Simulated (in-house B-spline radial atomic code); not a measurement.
# RPA and G0W0 on PBE: the chromium ion Cr⁹⁺

Configuration [Ne] 3s2 3p3, highest spin, mean-field start PBE. Computed with a B-spline radial code for spherical atoms: all electrons, scalar-relativistic (spin-free one-electron X2C), finite nucleus, each spin shell either full or empty, empty states to l = 9 with an (l + 1/2)⁻⁴ tail; G0W0 by contour deformation at full frequency.

Command:
```bash
python run_gw.py task.json out
```
Settings (radii: box in bohr, nucleus in fm):
```
Z                        24
electrons                15
configuration            [Ne] 3s2 3p3
hamiltonian              x2c
method                   pbe,pbe
lmax                     9
rms_radius               3.6452
spin_polarised           True
box_radius               7.11
intervals                66
```

Time taken, with all properties: 2.5 s on 1 thread of Arm Neoverse N1, with other jobs on the host.

Energies (hartree):

```csv
term,value
mean-field total,-1020.42346
Hartree-Fock functional on these orbitals,-1020.00966
direct second order,-1.1506
second-order exchange,0.419
SOSEX correction,0.38081
```

(1) What is the RPA correlation energy, and what remains with SOSEX?

Quasi-particle levels (eV):

```
  level  occupied  mean field  Σx - vxc     Σc  QP weight     G0W0
  3p up       yes     -229.42    -13.25      ?          ?        ?
3s down       yes     -251.91     -8.99  -3.84      0.965  -264.74
2p down       yes     -775.78    -43.87   7.48      0.946  -812.16
3p down        no     -221.39     15.10  -3.89      0.958  -210.18
```

G0W0 = mean field + (Σx - vxc) + Σc, with Σc (partial-wave tail included) taken at the quasi-particle energy. Only the outer levels were computed. Levels of low weight are left out.

(2) Where does G0W0 put 3p up?

Results:

(1) RPA gives -1.0169 hartree (-1.84 eV per electron); RPA + SOSEX gives -0.63605, and the second-order doubles -0.73157 hartree (no singles). RPA lacks exchange-type terms and so overcorrelates at short range.

(2) At -242.88 eV, with Σc = -0.21 eV and a quasi-particle weight of 0.959. The tabulated removal energy is 244.5 ± 0.5 eV (NIST, semi-empirical); the calculation leaves out spin-orbit coupling, Breit and QED terms, and what these don't explain is the method's own error.
